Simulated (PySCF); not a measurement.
AlHF2, SMILES [F][AlH][F]. Atoms are numbered in the order given.

```xyz
4

Al     0.0000     0.0000     0.4283
H      0.0000     0.0000     1.9817
F      0.0000    -1.4088    -0.4194
F      0.0000     1.4088    -0.4194
```

Geometry optimised at B3LYP-D3(BJ)/def2-TZVP.

All values below come from PySCF with TDA-M06-2X/def2-SVPD.

Vertical excitations.  State labels are in the subgroup C2v.

| state | symmetry | energy (eV) | λ (nm) | f | main pairs |
|---|---|---|---|---|---|
| S1 | B1 | 7.98 | 155 | 0.146 | HOMO→LUMO 97 % |
| S2 | A1 | 8.94 | 139 | 0.265 | HOMO→LUMO+1 88 % |
| S3 | A2 | 9.63 | 129 | 0.000 | HOMO−1→LUMO 96 % |
| S4 | B2 | 9.72 | 128 | 0.068 | HOMO→LUMO+3 49 %, HOMO−1→LUMO+1 41 % |
| S5 | B2 | 10.04 | 123 | 0.116 | HOMO−2→LUMO 33 %, HOMO→LUMO+3 30 %, HOMO−1→LUMO+1 29 % |
| S6 | A2 | 10.08 | 123 | 0.000 | HOMO−2→LUMO+1 84 % |
| S7 | A1 | 10.17 | 122 | 0.147 | HOMO→LUMO+2 88 % |
| S8 | B1 | 10.37 | 120 | 0.004 | HOMO−4→LUMO 91 % |
| S9 | B2 | 10.45 | 119 | 0.207 | HOMO−2→LUMO 54 %, HOMO→LUMO+3 18 %, HOMO−1→LUMO+1 14 % |
| S10 | A1 | 10.67 | 116 | 0.003 | HOMO−4→LUMO+1 79 % |
| T1 | B1 | 6.89 | 180 | 0 | HOMO→LUMO 97 % |
| T2 | A1 | 7.17 | 173 | 0 | HOMO→LUMO+1 73 %, HOMO→LUMO+2 19 % |
| T3 | B2 | 9.07 | 137 | 0 | HOMO→LUMO+3 85 % |
| T4 | B2 | 9.43 | 132 | 0 | HOMO−2→LUMO 80 % |
Triplets are in the Tamm–Dancoff approximation.
